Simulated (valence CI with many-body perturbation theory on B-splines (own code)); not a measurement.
Results of a calculation; reference values are marked as such.
Basis-set convergence for Te²⁹⁺

Method: valence CI with perturbative core correlation (CI+MBPT): five valence electrons over a frozen Dirac-Fock core [Ar], radial functions for each j: 7 s, 7 p, 8 d, 6 f, 4 g, 1 h, with the one-electron correlation potential Σ1 (screened to all orders), the two-electron term Σ2, the three-electron term Σ3, Breit, model QED; selected single and double excitations, second order for the rest, scaled by the run's own slope (own B-spline code, finite nucleus).

No measured spectrum was set against this ion. As an estimate, large intervals hold to a few tenths of a per cent, small ones and those within an open d or f shell to about a per cent. Among the levels kept, up to 610 cm⁻¹ of a level comes from second order outside the variational space, and about a tenth of that is noise between levels of different J, which matters for small intervals. Only levels of the ground parity were solved; by the run's estimate the other parity begins above the list, which can be wrong where configurations are misplaced.

The reference run has the lowest level (3d3/2^4 3d5/2) J=5/2 [a] and an ionisation energy of 1706.97 eV. Its largest variational space holds 20285 state functions.

Levels are named by their leading jj configuration (3d3/2^4 stands for four electrons in 3d with j = 3/2), which in mixed levels can hold well under half, so a name can repeat and another be missing. Letters in brackets count levels of one name in rising energy.

Changed runs:
A. basis 6 s, 6 p, 5 d, 5 f, 1 g
B. basis 5 s, 5 p, 4 d, 4 f

Excitation energies of the reference run in cm⁻¹, and shifts in cm⁻¹:

```
                      Level  Reference      A      B
  (3d3/2^4 3d5/2) J=5/2 [b]      87083   +359  +1100
(3d3/2^3 3d5/2^2) J=7/2 [a]     136500   +348  +1292
    (3d3/2^3 3d5/2^2) J=3/2     140934   +351  +1220
   (3d3/2^3 3d5/2^2) J=11/2     143680   +347  +1247
    (3d3/2^3 3d5/2^2) J=9/2     157504   +314  +1297
(3d3/2^3 3d5/2^2) J=5/2 [a]     158121   +281  +1145
    (3d3/2^3 3d5/2^2) J=1/2     168666   +353  +1222
(3d3/2^3 3d5/2^2) J=7/2 [b]     197537   +370  +1615
(3d3/2^3 3d5/2^2) J=5/2 [b]     205086   +426  +1524
(3d3/2^2 3d5/2^3) J=7/2 [a]     225794   +430  +1678
   (3d3/2^2 3d5/2^3) J=11/2     227708   +377  +1400
(3d3/2^2 3d5/2^3) J=3/2 [a]     235137   +498  +1701
     Ionisation energy (eV)    1706.97  -0.08  -0.10
```
